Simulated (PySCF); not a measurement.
Species: CH4F2O3Si.
Z-matrix (Å and degrees, PBE0-D3(BJ)/def2-SVP geometry), rows numbered from 1:
```
O 
Si  1  1.6437
O   2  1.6515  1  115.91
O   2  1.6452  1  108.93  3   121.22
C   2  1.9044  1  103.51  3  -116.26
F   5  1.3604  2  110.29  1  -161.11
F   5  1.3709  2  106.79  1    82.44
H   1  0.9618  2  117.79  3   -68.75
H   3  0.9637  2  114.52  1   -80.19
H   4  0.9621  2  115.96  1  -158.93
H   5  1.1045  2  116.26  1   -37.56
```

Computed, not measured: PBE0-D3(BJ)/def2-SVP geometry optimisation, gas phase in PySCF.

Take the most abundant isotopes and a rigid rotor. The values belong to one conformer with, in the numbering `[OH:1][Si:2]([OH:3])([OH:4])[CH:5]([F:6])[F:7]`, H–O1–Si2–O3 -69°, O1–Si2–O3–H -80°, O1–Si2–O4–H -159°.

(1) Give the principal moments of inertia and the rotational constants in MHz.

(2) What kind of rotor is it?

(3) What does the inertial defect say?

(4) Give the other two planar moments, Paa and Pbb, and the rms extents of the mass along the axes.

(5) Give the coordinates in the principal-axis frame, origin at the centre of mass.

(6) Predict some low-J microwave lines.

(7) Estimate the classical rotational partition function at 25 K, 100 K and 200 K.

## Answers

(1) Ia = 176.65, Ib = 295.79, Ic = 334.02 u·Å²; 505379 MHz·u·Å²/I gives A = 2861, B = 1709, C = 1513 MHz.

(2) An asymmetric top. Ray's parameter κ = (2B − A − C)/(A − C) = -0.710; −1 is the prolate and +1 the oblate limit.

(3) Not planar: Δ = Ic − Ia − Ib = -138.41 u·Å². For a rigid frame Δ = −2 Σ m c², so Σ m c² = 69.21 u·Å² lies off the ab plane: 7.42 from hydrogen and 61.78 from heavier atoms. The atom farthest from that plane is 1.89 Å away.

(4) Paa = Σ m a² = (Ib + Ic − Ia)/2 = 226.58 and Pbb = Σ m b² = (Ia + Ic − Ib)/2 = 107.44 u·Å². With the mass M = 129.99 u, the rms extents √(P/M) along a, b and c are 1.32, 0.91, 0.73 Å.

(5) The sense of each axis is arbitrary; atoms in the order of the calculation.
| atom | mass (u) | a (Å) | b (Å) | c (Å) |
| --- | --- | --- | --- | --- |
| O1 | 15.995 | -1.371 | -1.145 | 0.994 |
| Si2 | 27.977 | -0.701 | -0.018 | 0.002 |
| O3 | 15.995 | -0.715 | -0.376 | -1.610 |
| O4 | 15.995 | -1.499 | 1.407 | 0.196 |
| C5 | 12.000 | 1.127 | 0.013 | 0.535 |
| F6 | 18.998 | 1.722 | 1.161 | 0.113 |
| F7 | 18.998 | 1.745 | -1.030 | -0.107 |
| H8 | 1.008 | -2.323 | -1.273 | 0.947 |
| H9 | 1.008 | -0.018 | -0.980 | -1.892 |
| H10 | 1.008 | -1.420 | 2.037 | -0.527 |
| H11 | 1.008 | 1.323 | -0.099 | 1.616 |

(6) The dipole components are |μa| = 1.30 D, |μb| = 0.19 D, |μc| = 0.39 D. Intensities carry the squares of the components, which stand as 1.00 : 0.02 : 0.09 (a : b : c). Some of the stronger lines:

| type | branch | J(Ka,Kc) | MHz | lower level (cm⁻¹) |
| --- | --- | --- | --- | --- |
| a | Q | 2(1,1) ← 2(1,2) | 587 | 0.354 |
| c | Q | 2(1,2) ← 2(0,2) | 980 | 0.322 |
| c | Q | 1(1,1) ← 1(0,1) | 1152 | 0.107 |
| b | Q | 1(1,0) ← 1(0,1) | 1348 | 0.107 |
| b | Q | 2(1,1) ← 2(0,2) | 1566 | 0.322 |
| a | R | 1(0,1) ← 0(0,0) | 3222 | 0.000 |
| c | Q | 2(2,1) ← 2(1,1) | 3457 | 0.374 |
| b | Q | 2(2,0) ← 2(1,1) | 3480 | 0.374 |
| b | Q | 2(2,1) ← 2(1,2) | 4044 | 0.354 |
| b | R | 1(1,1) ← 0(0,0) | 4374 | 0.000 |
| c | R | 1(1,0) ← 0(0,0) | 4570 | 0.000 |
| b | R | 2(0,2) ← 1(1,1) | 5268 | 0.146 |
| a | R | 2(1,2) ← 1(1,1) | 6248 | 0.146 |
| a | R | 2(0,2) ← 1(0,1) | 6420 | 0.107 |
| a | R | 2(1,1) ← 1(1,0) | 6639 | 0.152 |
| b | R | 2(1,2) ← 1(0,1) | 7400 | 0.107 |
| c | R | 2(1,1) ← 1(0,1) | 7987 | 0.107 |
| b | R | 2(2,1) ← 1(1,0) | 10096 | 0.152 |
| c | R | 2(2,0) ← 1(1,0) | 10119 | 0.152 |
| c | R | 2(2,1) ← 1(1,1) | 10291 | 0.146 |
| b | R | 2(2,0) ← 1(1,1) | 10314 | 0.146 |

(7) Point group C1, symmetry number σ = 1; q = (√π/σ)·√((kT/h)³/(ABC)), k/h = 20836.6 MHz/K: 7750 at 25 K, 62000 at 100 K, 175000 at 200 K.

No PBE0-D3(BJ)/def2-SVP frequencies stand behind this structure, so it isn't proved a minimum. No vibrational averaging or centrifugal distortion is included, and the geometry carries the error of its method.
